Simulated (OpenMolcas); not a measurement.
Tb3+: effect of the metal basis and ligand basis

Tb3+ with 6 ligands (chloride) in octahedral coordination (Oh) at 2.68 Å. A charge of +0.5 e stands 2.6 Å behind each ligand.

* Program: OpenMolcas
* Method: CASSCF
* Spin-orbit coupling: state interaction with AMFI integrals over the reference wave functions

Fixed: active space 8 electrons in 7 orbitals (4f), DKH2 Hamiltonian.

States (labels of O, the rotations of Oh). Energies in cm-1 above the lowest state or level, χT in cm3 K/mol.

```tsv
Run	Metal basis	Ligand basis	Ground state	First state of that spin	First gap with spin-orbit (degeneracies)	Width of lowest J	χT at 300 K	Cost
A	ANO-RCC-VDZP	ANO-RCC-VDZP	7A2	7T2 128.0	20.9 (1, 3)	188	11.722	roughly 70 core-seconds
B	ANO-RCC-VTZP	ANO-RCC-VTZP	7A2	7T2 158.0	22.8 (1, 3)	209	11.712	roughly 6 core-minutes
```

Against A, the width of the lowest J multiplet changes by +11.2 % in B.

Costs are those of the RASSCF and RASSI steps.

High states are left out of the spin-orbit mixing, which shifts the levels that they would mix with. Without dynamic correlation the ligand-field splitting of an f shell can come out too small, at times by half. No measured value stands beside these numbers; the geometry was imposed, not optimised, and the real ion may take another.
